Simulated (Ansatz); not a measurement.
Al₂B₃. Charge 0, multiplicity 2. Geometry PBE0-D4/def2-SVP.

Cartesian coordinates in Å:
```
B 1.406 0.061 1.102
B 0.298 -0.632 0.281
B 0.548 1.114 0.351
Al -1.043 1.017 -0.895
Al -1.208 -1.559 -0.838
```

At HF/6-31G, r2SCANh-D4/def2-TZVP, PBE0-D4/def2-SVP, PBE0-D4/def2-TZVP the charge 0 doublet is spin-contaminated (final ⟨S²⟩ up to 1.59, 0.75 for a pure state). The structure comes from a short search, and lower isomers may exist.

**Question.** Estimate the α-spin orbital energies around the gap (eV) in Ansatz with HF/6-31G, PBE-D4/def2-SVP, r2SCANh-D4/def2-TZVP, PBE0-D4/def2-SVP, PBE0-D4/def2-TZVP.

**Answer.** 
```csv
orbital,HF/6-31G,PBE-D4/def2-SVP,r2SCANh-D4/def2-TZVP,PBE0-D4/def2-SVP,PBE0-D4/def2-TZVP
HOMO−5,-13.37,-9.06,-9.89,-10.37,-10.41
HOMO−4,-11.12,-7.13,-7.88,-8.28,-8.30
HOMO−3,-9.63,-6.44,-6.86,-7.21,-7.17
HOMO−2,-9.04,-6.20,-6.76,-7.08,-7.08
HOMO−1,-8.48,-5.70,-6.21,-6.62,-6.58
HOMO,-8.04,-5.25,-5.85,-6.21,-6.17
LUMO,-0.28,-3.70,-3.40,-3.10,-3.06
LUMO+1,-0.01,-3.63,-3.29,-2.97,-2.94
LUMO+2,1.33,-2.46,-1.97,-1.69,-1.67
LUMO+3,2.01,-2.31,-1.81,-1.54,-1.56
LUMO+4,3.13,-0.25,0.19,0.65,0.39
LUMO+5,4.23,-0.07,0.32,0.72,0.50
β HOMO,-8.12,-5.55,-5.98,-6.39,-6.34
β LUMO,-0.31,-4.28,-3.65,-3.56,-3.51
```
